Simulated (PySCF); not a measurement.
# Electron correlation in C⁺ (carbon, charge +1)

[He] 2s2 2p1, 2P determinant. Computed with PySCF 2.14 in x2c-SVPall, with the spin-free X2C one-electron Hamiltonian (Gaussian nucleus). Frozen: 1s2; 3 electrons correlated.

MP2 pair energies summed by pair of shells (mhartree):

```csv
pair,energy,share (%)
2s-2s,-25.82,61.8
2s-2p,-15.99,38.2
```

Total MP2 correlation energy: -41.80 mhartree.

Same-spin part -2.37 and opposite-spin part -39.43 mhartree; SCS-MP2 scales them by 1/3 and 6/5 to -48.11 mhartree.

| level | correlation energy (mhartree) |
| --- | --- |
| CCSD | -66.64 |
| (T) | -0.74 |
| CCSD(T) | -67.38 |

Diagnostics: T1 = 0.0083, D1 = 0.0155, largest double amplitude 0.141.

Problem. Is a single reference adequate?

Solution. Mostly. T1 lies below 0.03, but a double amplitude of this size points to a near-degeneracy that CCSD handles and MP2 describes poorly.
